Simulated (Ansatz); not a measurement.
# Molecular dynamics of CH4ClFGe

Input:

```yaml
crystal:
  periodic: [false, false, false]
  atoms:
    - { symbol: Ge, position_ang: [0.065846, 0.043251, 0.037073] }
    - { symbol: C, position_ang: [-0.003916, 0.009211, 1.966578] }
    - { symbol: H, position_ang: [-1.039563, -0.083061, 2.293241] }
    - { symbol: H, position_ang: [0.563911, -0.841638, 2.345107] }
    - { symbol: H, position_ang: [0.415346, 0.927633, 2.378139] }
    - { symbol: H, position_ang: [1.43508, 0.122402, -0.617935] }
    - { symbol: Cl, position_ang: [-1.139063, 1.662059, -0.719528] }
    - { symbol: F, position_ang: [-0.67294, -1.399258, -0.546075] }
basis:
  gaussian: { orbitals: def2-SVP }
hamiltonian:
  xc: hf
md:
  timestep: 0.5
  n_steps: 100
  ensemble: nvt_langevin
  temperature: 500.0
  initial_velocities: maxwell_boltzmann
  seed: 821777
  friction: 0.05
  temperature_schedule:
    - { n_steps: 25, end_temperature: 500.0 }
    - { n_steps: 75, end_temperature: 10.0 }
```

Command:

```bash
$ ansatz run input.yaml --threads 1 --pin off --max-ram 2048MiB --backend cpu --events-out ev --progress --plain --runs-dir out
```

It starts from a relaxed structure.

Output, in part (one step line in 2, the closing report, with atoms numbered from 0):

```
md step     0: t =     0.00 fs  T =   437.5 K (target 500.0 K)  F+E_penalty+E_count = -72765.34679106 eV  E_kin = 0.452410 eV  (34 SCF iters)
md step     2: t =     1.00 fs  T =   289.6 K (target 500.0 K)  F+E_penalty+E_count = -72765.32240491 eV  E_kin = 0.299485 eV  (35 SCF iters)
md step     4: t =     2.00 fs  T =   302.5 K (target 500.0 K)  F+E_penalty+E_count = -72765.28397339 eV  E_kin = 0.312801 eV  (35 SCF iters)
md step     6: t =     3.00 fs  T =   347.3 K (target 500.0 K)  F+E_penalty+E_count = -72765.24845388 eV  E_kin = 0.359116 eV  (35 SCF iters)
md step     8: t =     4.00 fs  T =   363.8 K (target 500.0 K)  F+E_penalty+E_count = -72765.20418536 eV  E_kin = 0.376181 eV  (35 SCF iters)
md step    10: t =     5.00 fs  T =   317.9 K (target 500.0 K)  F+E_penalty+E_count = -72765.17122869 eV  E_kin = 0.328773 eV  (35 SCF iters)
md step    12: t =     6.00 fs  T =   366.8 K (target 500.0 K)  F+E_penalty+E_count = -72765.15694156 eV  E_kin = 0.379336 eV  (35 SCF iters)
md step    14: t =     7.00 fs  T =   409.3 K (target 500.0 K)  F+E_penalty+E_count = -72765.13473482 eV  E_kin = 0.423272 eV  (35 SCF iters)
md step    16: t =     8.00 fs  T =   448.1 K (target 500.0 K)  F+E_penalty+E_count = -72765.12561836 eV  E_kin = 0.463379 eV  (35 SCF iters)
md step    18: t =     9.00 fs  T =   392.7 K (target 500.0 K)  F+E_penalty+E_count = -72765.12902632 eV  E_kin = 0.406111 eV  (27 SCF iters)
md step    20: t =    10.00 fs  T =   366.8 K (target 500.0 K)  F+E_penalty+E_count = -72765.13152419 eV  E_kin = 0.379313 eV  (27 SCF iters)
md step    22: t =    11.00 fs  T =   384.8 K (target 500.0 K)  F+E_penalty+E_count = -72765.12538355 eV  E_kin = 0.397875 eV  (26 SCF iters)
md step    24: t =    12.00 fs  T =   291.6 K (target 500.0 K)  F+E_penalty+E_count = -72765.12822552 eV  E_kin = 0.301506 eV  (27 SCF iters)
md step    26: t =    13.00 fs  T =   342.9 K (target 496.7 K)  F+E_penalty+E_count = -72765.13954724 eV  E_kin = 0.354585 eV  (27 SCF iters)
md step    28: t =    14.00 fs  T =   414.4 K (target 483.7 K)  F+E_penalty+E_count = -72765.15186610 eV  E_kin = 0.428498 eV  (36 SCF iters)
md step    30: t =    15.00 fs  T =   414.1 K (target 470.6 K)  F+E_penalty+E_count = -72765.15531667 eV  E_kin = 0.428233 eV  (36 SCF iters)
md step    32: t =    16.00 fs  T =   402.5 K (target 457.5 K)  F+E_penalty+E_count = -72765.14592720 eV  E_kin = 0.416183 eV  (35 SCF iters)
md step    34: t =    17.00 fs  T =   342.4 K (target 444.5 K)  F+E_penalty+E_count = -72765.12427923 eV  E_kin = 0.354052 eV  (35 SCF iters)
md step    36: t =    18.00 fs  T =   293.8 K (target 431.4 K)  F+E_penalty+E_count = -72765.09847383 eV  E_kin = 0.303854 eV  (35 SCF iters)
md step    38: t =    19.00 fs  T =   330.8 K (target 418.3 K)  F+E_penalty+E_count = -72765.09718402 eV  E_kin = 0.342023 eV  (35 SCF iters)
md step    40: t =    20.00 fs  T =   455.7 K (target 405.3 K)  F+E_penalty+E_count = -72765.12672015 eV  E_kin = 0.471213 eV  (35 SCF iters)
md step    42: t =    21.00 fs  T =   417.0 K (target 392.2 K)  F+E_penalty+E_count = -72765.15661720 eV  E_kin = 0.431222 eV  (35 SCF iters)
md step    44: t =    22.00 fs  T =   337.3 K (target 379.1 K)  F+E_penalty+E_count = -72765.17062096 eV  E_kin = 0.348758 eV  (35 SCF iters)
md step    46: t =    23.00 fs  T =   399.6 K (target 366.1 K)  F+E_penalty+E_count = -72765.16183169 eV  E_kin = 0.413181 eV  (35 SCF iters)
md step    48: t =    24.00 fs  T =   362.5 K (target 353.0 K)  F+E_penalty+E_count = -72765.11939644 eV  E_kin = 0.374833 eV  (35 SCF iters)
md step    50: t =    25.00 fs  T =   278.3 K (target 339.9 K)  F+E_penalty+E_count = -72765.06175957 eV  E_kin = 0.287816 eV  (36 SCF iters)
md step    52: t =    26.00 fs  T =   273.9 K (target 326.9 K)  F+E_penalty+E_count = -72765.00488696 eV  E_kin = 0.283239 eV  (35 SCF iters)
md step    54: t =    27.00 fs  T =   166.7 K (target 313.8 K)  F+E_penalty+E_count = -72764.92959575 eV  E_kin = 0.172332 eV  (35 SCF iters)
md step    56: t =    28.00 fs  T =   146.3 K (target 300.7 K)  F+E_penalty+E_count = -72764.88082585 eV  E_kin = 0.151244 eV  (26 SCF iters)
md step    58: t =    29.00 fs  T =   163.1 K (target 287.7 K)  F+E_penalty+E_count = -72764.89590957 eV  E_kin = 0.168614 eV  (26 SCF iters)
md step    60: t =    30.00 fs  T =   226.2 K (target 274.6 K)  F+E_penalty+E_count = -72764.97297581 eV  E_kin = 0.233918 eV  (35 SCF iters)
md step    62: t =    31.00 fs  T =   291.2 K (target 261.5 K)  F+E_penalty+E_count = -72765.06225069 eV  E_kin = 0.301140 eV  (36 SCF iters)
md step    64: t =    32.00 fs  T =   362.9 K (target 248.5 K)  F+E_penalty+E_count = -72765.11606451 eV  E_kin = 0.375297 eV  (36 SCF iters)
md step    66: t =    33.00 fs  T =   390.4 K (target 235.4 K)  F+E_penalty+E_count = -72765.13111759 eV  E_kin = 0.403655 eV  (35 SCF iters)
md step    68: t =    34.00 fs  T =   379.0 K (target 222.3 K)  F+E_penalty+E_count = -72765.13170168 eV  E_kin = 0.391905 eV  (34 SCF iters)
md step    70: t =    35.00 fs  T =   373.1 K (target 209.3 K)  F+E_penalty+E_count = -72765.13118798 eV  E_kin = 0.385864 eV  (35 SCF iters)
md step    72: t =    36.00 fs  T =   304.5 K (target 196.2 K)  F+E_penalty+E_count = -72765.11240451 eV  E_kin = 0.314927 eV  (35 SCF iters)
md step    74: t =    37.00 fs  T =   228.3 K (target 183.1 K)  F+E_penalty+E_count = -72765.09670897 eV  E_kin = 0.236063 eV  (35 SCF iters)
md step    76: t =    38.00 fs  T =   282.5 K (target 170.1 K)  F+E_penalty+E_count = -72765.11461664 eV  E_kin = 0.292084 eV  (35 SCF iters)
md step    78: t =    39.00 fs  T =   291.0 K (target 157.0 K)  F+E_penalty+E_count = -72765.14597488 eV  E_kin = 0.300927 eV  (34 SCF iters)
md step    80: t =    40.00 fs  T =   276.8 K (target 143.9 K)  F+E_penalty+E_count = -72765.14974081 eV  E_kin = 0.286267 eV  (35 SCF iters)
md step    82: t =    41.00 fs  T =   206.2 K (target 130.9 K)  F+E_penalty+E_count = -72765.11674237 eV  E_kin = 0.213232 eV  (35 SCF iters)
md step    84: t =    42.00 fs  T =   146.0 K (target 117.8 K)  F+E_penalty+E_count = -72765.09115215 eV  E_kin = 0.150999 eV  (35 SCF iters)
md step    86: t =    43.00 fs  T =   141.3 K (target 104.7 K)  F+E_penalty+E_count = -72765.09606437 eV  E_kin = 0.146074 eV  (26 SCF iters)
md step    88: t =    44.00 fs  T =   134.1 K (target 91.7 K)  F+E_penalty+E_count = -72765.12792846 eV  E_kin = 0.138628 eV  (34 SCF iters)
md step    90: t =    45.00 fs  T =   187.2 K (target 78.6 K)  F+E_penalty+E_count = -72765.17664170 eV  E_kin = 0.193548 eV  (35 SCF iters)
md step    92: t =    46.00 fs  T =   220.3 K (target 65.5 K)  F+E_penalty+E_count = -72765.20531879 eV  E_kin = 0.227824 eV  (35 SCF iters)
md step    94: t =    47.00 fs  T =   182.7 K (target 52.5 K)  F+E_penalty+E_count = -72765.19583294 eV  E_kin = 0.188882 eV  (34 SCF iters)
md step    96: t =    48.00 fs  T =   133.0 K (target 39.4 K)  F+E_penalty+E_count = -72765.17281357 eV  E_kin = 0.137509 eV  (34 SCF iters)
md step    98: t =    49.00 fs  T =   117.4 K (target 26.3 K)  F+E_penalty+E_count = -72765.16310453 eV  E_kin = 0.121361 eV  (28 SCF iters)
md step   100: t =    50.00 fs  T =   121.8 K (target 13.3 K)  F+E_penalty+E_count = -72765.17378766 eV  E_kin = 0.125956 eV  (35 SCF iters)
Total energy: -72765.17378766 eV, -2674.0708146903 hartree
Atom 0 at     0.089133     0.039747     0.064399 Å, force    -0.047880     0.552895    -0.288410 eV/Å
Atom 1 at     0.072729    -0.089575     1.964612 Å, force    -1.243330     0.665716     1.910679 eV/Å
Atom 2 at    -0.961224    -0.315548     2.292593 Å, force     0.488796    -0.207024    -0.165771 eV/Å
Atom 3 at     0.736791    -0.862575     2.374723 Å, force    -0.107584     0.161677    -0.383474 eV/Å
Atom 4 at     0.280063     0.873413     2.505599 Å, force     0.171462    -0.768586    -0.912340 eV/Å
Atom 5 at     1.456512     0.189414    -0.462519 Å, force     0.963161     0.269578    -0.547945 eV/Å
Atom 6 at    -1.134313     1.661437    -0.717194 Å, force     0.153935    -0.373341     0.300134 eV/Å
Atom 7 at    -0.479063    -1.386503    -0.689858 Å, force    -0.378561    -0.300916     0.087125 eV/Å
Dipole moment:     0.336930     0.056879     0.578671 e Å
```

The run went to its last step. The schedule's set-point averaged 173 K over the second half and the system 233 K, so it lags behind the ramp. A run of 0.05 ps of so small a system gives no equilibrium averages.

The same pairs are bonded in the first frame and the last. Pairs count as bonded within 1.25 times the sum of covalent radii (0.12 Å more for H–H).

Last frame:

```xyz
8
Properties=species:S:1:pos:R:3
Ge 0.089 0.040 0.064
C 0.073 -0.090 1.965
H -0.961 -0.316 2.293
H 0.737 -0.863 2.375
H 0.280 0.873 2.506
H 1.456 0.189 -0.463
Cl -1.134 1.661 -0.717
F -0.479 -1.387 -0.690
```

Time of the run: 3.1 min on 1 thread of Arm Neoverse V2 (shared host), peak memory 0.2 GiB.
